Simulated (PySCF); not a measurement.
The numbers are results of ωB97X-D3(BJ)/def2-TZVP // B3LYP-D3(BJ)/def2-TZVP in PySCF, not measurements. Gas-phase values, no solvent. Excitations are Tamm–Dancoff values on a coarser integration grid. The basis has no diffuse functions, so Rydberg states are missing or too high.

Reference species (SMILES): `[I][Al]([I])[I]` (neutral, multiplicity 1).

```yaml
S1–T1 gap (TDA): 0.32 eV
S1 excitation (TDA): 5.23 eV
```

Changed species: `[I][AlH][I]` (1 of 3 I replaced by H; the reference has 0 of 3 I replaced by H).

Predict the effect on the S1–T1 gap (TDA) and S1 excitation (TDA).

the S1–T1 gap (TDA) drops by 0.22 eV, to 0.10 eV; the S1 excitation (TDA) is nearly the same.
